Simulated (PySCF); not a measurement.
Molecular orbitals of SiSb

LDA at R = 2.380 Å; Si x2c-SVPall, Sb x2c-SVPall; spin-free X2C with a Gaussian nucleus (PySCF 2.14). State: ²Π (doublet), unpaired electrons π ↑. Only the outer orbitals are listed, counted within each symmetry.

| spin | orbital | occ. | ε (eV) | on Si (%) | main shells (%) |
| --- | --- | --- | --- | --- | --- |
| α | 13σ | 1 | -14.19 | 27 | 69 Sb s, 22 Si s |
| α | 14σ | 1 | -10.12 | 63 | 63 Si s, 26 Sb s, 10 Sb p |
| α | 7π | 1 | -6.12 | 33 | 66 Sb p, 32 Si p |
| α | 15σ | 1 | -5.69 | 52 | 46 Sb p, 40 Si p, 11 Si s |
| α | 7π | 1 | -5.56 | 36 | 63 Sb p, 36 Si p |
| α | 8π | 0 | -3.39 | 65 | 65 Si p, 34 Sb p |
| α | 8π | 0 | -2.94 | 62 | 62 Si p, 36 Sb p |
| α | 16σ | 0 | 0.33 | 56 | 52 Si p, 40 Sb p |
| β | 13σ | 1 | -13.81 | 28 | 69 Sb s, 23 Si s |
| β | 14σ | 1 | -9.85 | 63 | 63 Si s, 26 Sb s, 10 Sb p |
| β | 15σ | 1 | -5.52 | 52 | 45 Sb p, 42 Si p, 10 Si s |
| β | 7π | 1 | -5.35 | 38 | 61 Sb p, 37 Si p |
| β | 7π | 0 | -5.44 | 37 | 62 Sb p, 36 Si p |
| β | 8π | 0 | -2.86 | 62 | 62 Si p, 37 Sb p |
| β | 8π | 0 | -2.79 | 61 | 60 Si p, 38 Sb p |

Which are the highest filled and the lowest empty level, where do they sit, and how wide is the gap?

Highest filled β 7π at -5.35 eV (in %: 61 Sb p, 37 Si p); lowest empty β 7π at -5.44 eV (in %: 62 Sb p, 36 Si p); the gap at LDA is -0.09 eV. Both belong to one degenerate shell, split only by its one-sided filling, so this is no excitation gap.

```
bond order (Mayer)                               : 2.31
⟨S²⟩                                             : 0.751
charge on Si (Mulliken, basis-dependent)         : 0.06
charge on Si (Löwdin, basis-dependent)           : -0.02
dipole moment (positive dipole means Si(−)Sb(+)) : 0.21 D
```

Spin–orbit coupling is left out. Counting both spins, an empty level lies below a filled one in this solution, because spin and occupation are held. The state was picked by a PBE0 search and need not be the measured ground state.
